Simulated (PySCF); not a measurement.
## Computed structure and properties of Pb(SH)2

System: Pb(SH)2 (singlet); start: template (C2). Method: PySCF 2.14.0, RKS PBE0, Pb def2-SVP with ECP60, S def2-SVP, H def2-SVP; non-relativistic Hamiltonian with scalar-relativistic core potentials where named; density fitting; no spin-orbit coupling.

Input of the relaxation:

```python
mol = gto.M(atom='''
Pb     0.00000     0.00000    -0.25699
S      2.45400    -0.00000     0.84121
H      3.26810    -0.33650    -0.17009
S     -2.45400     0.00000     0.84121
H     -3.26810     0.33650    -0.17009''',
    basis={'Pb': 'def2-SVP', 'S': 'def2-SVP', 'H': 'def2-SVP'},
    ecp={'Pb': 'def2-SVP'},
    charge=0, spin=0)
mf = dft.RKS(mol, xc='PBE0')
mf.grids.atom_grid = (50, 194)
mf = mf.density_fit()  # fitting sets: Pb def2-universal-JKFIT, S def2-universal-JKFIT, H def2-universal-JKFIT
mf.conv_tol = 1e-08; mf.max_cycle = 55
mf.kernel(dm0)  # dm0: converged density of the start geometry
# quasi-Newton relaxation in Cartesian coordinates to a largest gradient under 0.00045 Eh/bohr, steps kept in the point group
```

Run from Python with OMP_NUM_THREADS=2; the lines above give its settings. Where DIIS fails, smearing, a level shift and second-order steps follow.
It took 16 s on 2 threads of Arm Neoverse V1, with other jobs on the host, from the converged density of the start.

Course of the relaxation:

| step | energy above end (eV) | largest force component within the symmetry (eV/Å) |
| --- | --- | --- |
| 0 | 0.9772 | 1.087 |
| 1 | 0.5662 | 0.675 |
| 2 | 0.2681 | 0.695 |
| 3 | 0.0866 | 0.342 |
| 4 | 0.0343 | 0.482 |
| 5 | 0.0090 | 0.172 |
| 6 | 0.0014 | 0.150 |
| 7 | 0.0001 | 0.067 |
| 8 | -0.0002 | 0.040 |
| 9 | -0.0001 | 0.006 |
| 10 | 0.0000 | 0.000 |

Relaxed geometry (C2v):

```xyz
5

Pb    0.0000    0.0000   -0.8250
S     1.8284   -0.1199    0.9416
H     2.8092   -0.2000    0.0135
S    -1.8284    0.1199    0.9416
H    -2.8092    0.2000    0.0135
```

```csv
contact,Å
Pb1–S2 (SH),2.545
Pb1–S4 (SH),2.545
```

On the finer grid (75, 302):

```json
{
  "HOMO": "-6.85 eV",
  "LUMO": "-2.42 eV",
  "Dipole about the centre of mass": "4.32 D",
  "Set of Mulliken populations of Pb1 outside the core potential": "s 3.91, p 7.50, d 10.12",
  "D3(BJ) dispersion energy (not in the energies)": "-0.134 eV"
}
```

```
atom  Mulliken (e)  Löwdin (e)  spin (e)
 Pb1          0.47        0.16      0.00
  S2         -0.32       -0.06      0.00
  H3          0.08       -0.02      0.00
  S4         -0.32       -0.06      0.00
  H5          0.08       -0.02      0.00
```

On the grid (50, 194), as all that follows. Harmonic modes: a minimum; lowest 95 cm⁻¹ (negative: unstable), highest 2705 cm⁻¹, zero-point energy 0.493 eV.

Taking off one SH (charge -1, singlet; the rest: singlet) in vacuum, both parts rigid, costs 8.56 eV; the small basis without counterpoise inflates it. Most of it is the attraction of opposite charges; other ways to part are cheaper, and one spin state was tried for the rest.

Rigid scan of SH along the line from its metal:

(distance to S2 (Å), energy (eV)): (2.25, 0.669), (2.35, 0.260), (2.45, 0.058), (2.55, 0.000), (2.65, 0.045), (2.75, 0.158), (2.95, 0.505), (3.25, 1.127), (3.65, 1.907), (4.15, 2.668)

One start shape was tried, so this needn't be the lowest isomer.
